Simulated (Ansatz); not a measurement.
```yaml
crystal:
  periodic: [false, false, false]
  atoms:
    - {symbol: In, position_ang: [-0.021372, -0.074764, -2.415656]}
    - {symbol: C, position_ang: [-0.033256, 0.046487, -0.168215]}
    - {symbol: N, position_ang: [-0.187644, 1.102534, 0.673032]}
    - {symbol: C, position_ang: [-0.450374, 2.474644, 0.239651]}
    - {symbol: C, position_ang: [-0.069654, 0.692436, 1.991009]}
    - {symbol: C, position_ang: [0.166163, -0.661200, 1.962854]}
    - {symbol: N, position_ang: [0.182146, -1.031689, 0.630080]}
    - {symbol: C, position_ang: [0.415160, -2.382126, 0.116103]}
    - {symbol: H, position_ang: [-1.399494, 2.522991, -0.326168]}
    - {symbol: H, position_ang: [-0.509159, 3.123853, 1.131219]}
    - {symbol: H, position_ang: [0.355516, 2.825369, -0.431670]}
    - {symbol: H, position_ang: [-0.166482, 1.384575, 2.832991]}
    - {symbol: H, position_ang: [0.320439, -1.377249, 2.775383]}
    - {symbol: H, position_ang: [1.369805, -2.405517, -0.446879]}
    - {symbol: H, position_ang: [0.448314, -3.090205, 0.962939]}
    - {symbol: H, position_ang: [-0.407476, -2.654103, -0.575622]}
    - {symbol: Cl, position_ang: [2.176772, -0.933065, -2.848925]}
    - {symbol: Cl, position_ang: [-0.453834, 2.128229, -3.239220]}
    - {symbol: Cl, position_ang: [-1.735570, -1.691229, -2.862916]}
basis:
  gaussian: {orbitals: STO-3G}
total_charge: 1
magnetization: {spin_polarized: true, initial_magnetization: 1}
hamiltonian: {xc: {name: r2SCANh}}
accuracy: high
scf: {lower_state_search: full}
```

```sh
$ ansatz run in.yaml --threads 4 --pin off --events-out ev --progress --plain --max-ram 6963MiB
```

Shortened log:

```
Functional definition: r2SCANh
2202 factors; integrals over basis functions are off by at most 2.7e-8 eV
mean field evaluation 1: about -200033.5128 eV, gradient 3.1e1 eV
mean field evaluation 2: about -200033.3979 eV, gradient 3.1e1 eV
mean field evaluation 4: about -200042.4290 eV, gradient 1.7e1 eV
mean field evaluation 8: about -200044.1009 eV, gradient 1.0e1 eV
mean field evaluation 16: about -200046.4617 eV, gradient 3.2e-1 eV
mean field evaluation 32: about -200046.5972 eV, gradient 2.8e-7 eV
mean field evaluation 64: about -200046.5572 eV, gradient 1.4e0 eV
mean field evaluation 96: about -200046.5593 eV, gradient 6.2e-1 eV
mean field evaluation 128: about -200044.0296 eV, gradient 8.1e0 eV
mean field -200046.59720336 eV, -7351.5768507697 hartree, gradient 2.9e-8 eV, S^2 0.752728; 12 other end points of the search recorded, 0 dependent functions left out
reference -200046.59720463 eV, -7351.5768508164 hartree; 76, 75 occupied and 21, 22 virtual orbitals, 2202 factors
Total energy: -200046.59720463 eV, -7351.5768508164 hartree
```

Run time 3.5 min (4 threads of Arm Neoverse V2 on a shared host), peak host memory 2.1 GiB.
